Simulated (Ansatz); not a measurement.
```xyz
11

O     2.785    1.499    0.565
C     1.676    0.812    0.637
C     0.648    0.192    0.643
C    -0.601   -0.539    0.586
Si   -1.335   -0.451   -1.153
H     3.226    1.505    1.422
H    -0.459   -1.594    0.847
H    -1.335   -0.132    1.291
H    -1.596    0.964   -1.520
H    -0.392   -1.050   -2.131
H    -2.618   -1.207   -1.188
```

The species carries charge 0 and has multiplicity 1.

Problem. List the r2SCAN/def2-TZVPP orbital energies in eV (the Gaussian-basis code of Ansatz). (Estimate.)

Solution. Computed: Occupied: -1790.82, -517.66, -274.21, -273.51, -272.85, -141.29, -96.15, -96.14, -96.14, -28.97, -20.27, -18.20, -15.79, -13.41, -12.11, -11.48, -11.22, -10.41, -9.08, -8.51, -8.47, -6.08, -5.81. Lowest empty: 0.25, 0.44, 0.79, 1.13, 1.48, 1.60, 2.24, 2.98.
